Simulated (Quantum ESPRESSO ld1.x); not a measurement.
Results of a calculation; reference values are marked as such.
Question: All-electron atom: Br in [Ar] 3d10 4s2 4p5 (the NIST ground configuration). Level of theory: Dirac Kohn-Sham, LDA (Slater exchange, Perdew-Zunger correlation), spin-unpolarised, spherical densities, point nucleus; open shells fill j = l - 1/2 first (ld1.x of Quantum ESPRESSO 7.5). Some entries of the table are withheld. Estimate them.

orbital,occ.,eigenvalue (hartree),<r^2> (bohr^2)
1s1/2,2,-488.444,0.002467
2s1/2,2,-63.5641,(1)
2p1/2,2,-57.2946,0.03257
2p3/2,4,-55.5524,0.03402
3s1/2,2,-8.71121,0.3514
3p1/2,2,(2),0.3649
3p3/2,4,(3),0.3787
3d3/2,4,-2.48301,0.4301
3d5/2,6,-2.44307,0.4362
4s1/2,2,-0.74539,3.209
4p1/2,2,-0.30599,5.063
4p3/2,3,-0.28729,5.320

Answer: 
(1) 2s1/2 <r^2> (bohr^2): 0.04243
(2) 3p1/2 eigenvalue (hartree): -6.53101
(3) 3p3/2 eigenvalue (hartree): -6.27949
